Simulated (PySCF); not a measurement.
## Excitation energy of Bi by level of theory

Bi [Xe] 4f14 5d10 6s2 6p3 (4S) → Bi [Xe] 4f14 5d10 6s1 6p3 6d1 (6D), as a difference of total energies. Calculation: PySCF 2.14, in aug-cc-pwCVDZ-PP with ECP60MDF (6s5p4d1f, 48 functions); a scalar-relativistic core potential. Correlated levels: valence: 5s2 5p6 5d10 frozen. The calculations carry no spin-orbit coupling.

```csv
method,excitation energy (eV)
UHF,13.517
MP2 (valence),14.354
SCS-MP2 (valence),14.531
CCSD (valence),14.512
CCSD(T) (valence),14.532
```

Task: How much does correlation contribute at CCSD(T) (valence)?

Result: 14.532 − (13.517) = 1.015 eV, measured against UHF.

Spin-orbit coupling is strong in these open shells (close to jj coupling). The scalar numbers leave it out and a first-order estimate fails, so it can dominate the gap to the real levels.

The upper state lies above the first ionisation limit.

The promoted electron is Rydberg-like, and one or two diffuse shells describe it only roughly, which tends to raise the upper state.
